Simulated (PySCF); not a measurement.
**Ne⁺ (neon, charge +1): M06-2X calculation**

Configuration: [He] 2s1 2p5 3s1, high-spin 4P determinant (an excited configuration). Computed with PySCF 2.14 in aug-cc-pwCVDZ (5s4p2d, 27 functions), with no relativity, point nucleus.

```
Total energy                                                  : -126.1959 hartree
One-electron energy                                           : -169.3192 hartree
Hartree (Coulomb) energy                                      : 54.5893 hartree
Exchange-correlation energy                                   : -11.4660 hartree
Kinetic energy                                                : 125.78134 hartree
⟨S²⟩                                                          : 3.7527
⟨L²⟩                                                          : 2.002
Sum of ⟨r⟩                                                    : 8.019 bohr
Sum of ⟨r²⟩                                                   : 13.58 bohr²
Traceless quadrupole moment −½Σ⟨3z² − r²⟩ along its main axis : 0.349 e·bohr²
Density at the nucleus (Gaussians lack the cusp)              : 581 bohr⁻³
Spin density at the nucleus                                   : 19.7 bohr⁻³
Langevin diamagnetic susceptibility                           : -10.8 ×10⁻⁶ cm³/mol
```

| shell | electrons | mean orbital energy (eV) | spread (eV) | rms radius, mean of both spins (bohr) |
| --- | --- | --- | --- | --- |
| 1s α | 1 | -900.31 | 0 | 0.183 |
| 1s β | 1 | -897.11 | 0 | 0.183 |
| 2s α | 1 | -78.166 | 0 | 0.906 |
| 2p α | 3 | -52.380 | 2.973 | 0.936 |
| 2p β | 2 | -46.509 | 0 | 0.936 |
| 3s α | 1 | -12.257 | 0 | 2.88 |

The outer electron is Rydberg-like, and this basis confines it to a smaller radius and binds it less than a complete one would.
